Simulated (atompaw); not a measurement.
# LDA (PW92) PAW (atompaw) dataset for holmium (Ho), non-relativistic all-electron reference.

atompaw 4.2.0.5 input, output lines left out:

```
Ho 67
LDA-PW loggrid 2001 logderivrange -5 5 251
6 6 5 4 0 0
6 1 0
5 2 0
4 3 11
0 0 0
c
c
c
c
v
v
c
c
c
v
v
c
c
v
v
3
3.00 2.85 3.00 1.65
n
n
y
4.9
n
y
-0.15
n
bloechl sinc
4 0.5 ultrasoft
```

Q: Estimate the cutoffs (Ry, on a coarse ladder) from which the occupation-weighted sum of valence levels, in a spherical-Bessel basis at the reference potential, stays within 10 and 1 mRy of its value at 400 Ry.

A: 30 Ry and 35 Ry.

Q: Does the potential have ghost states?

A: No extra level below or beside the all-electron valence levels (s, p, d, f tested).

Q: Is the overlap operator S = 1 + Σ q|β⟩⟨β| positive definite (Bessel basis up to 400 Ry)?

A: Yes: its lowest eigenvalue is 0.47 (s channel).

Q: Which valence shell sets the plane-wave cutoff?

A: 4f: its level needs 30 Ry to come within 1 mRy, against 18 Ry for 5p.
